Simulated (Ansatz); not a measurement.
CH4Be (SMILES [BeH][CH3]) moved off its minimum; all values from Ansatz (a program for electronic structure), cores frozen in correlated methods.
(charge 0, multiplicity 1)
```xyz
6

Be    -0.90104    -0.50619    -0.10621
H     -1.95535    -1.12388    -0.27515
C      0.50165     0.35159     0.08424
H      1.05466     0.06993     1.07730
H      0.44499     1.28564     0.06861
H      1.15900    -0.01284    -0.66351
```

```
level                largest force (eV/Å)  on atom  rms difference from CCSD(T)/aug-cc-pVTZ (eV/Å)  dipole (D)
-------------------  --------------------  -------  ----------------------------------------------  ----------
HF/def2-TZVPP                        8.79       C3                                           0.147        0.40
PBE/def2-TZVPP                       8.77       C3                                           0.132        0.59
r2SCAN/def2-TZVPP                    8.74       C3                                           0.094        0.56
B3LYP/def2-TZVPP                     8.66       C3                                           0.074        0.50
wB97M-V/def2-TZVPP                   8.71       C3                                           0.069        0.50
MP2/aug-cc-pVTZ                      8.78       C3                                           0.067        0.41
CCSD(T)/aug-cc-pVTZ                  8.71       C3                                           0.000        0.40
```

The differences count from one level among others, with limits of its own. Forces at CCSD(T)/aug-cc-pVTZ (eV/Å):

```json
[
 {"atom": "Be1", "Fx": "1.039", "Fy": "0.778", "Fz": "0.368"},
 {"atom": "H2", "Fx": "-1.614", "Fy": "-1.017", "Fz": "-0.279"},
 {"atom": "C3", "Fx": "1.108", "Fy": "-8.182", "Fz": "2.765"},
 {"atom": "H4", "Fx": "-1.023", "Fy": "0.371", "Fz": "-1.471"},
 {"atom": "H5", "Fx": "-0.445", "Fy": "8.237", "Fz": "-0.321"},
 {"atom": "H6", "Fx": "0.934", "Fy": "-0.188", "Fz": "-1.062"}
]
```
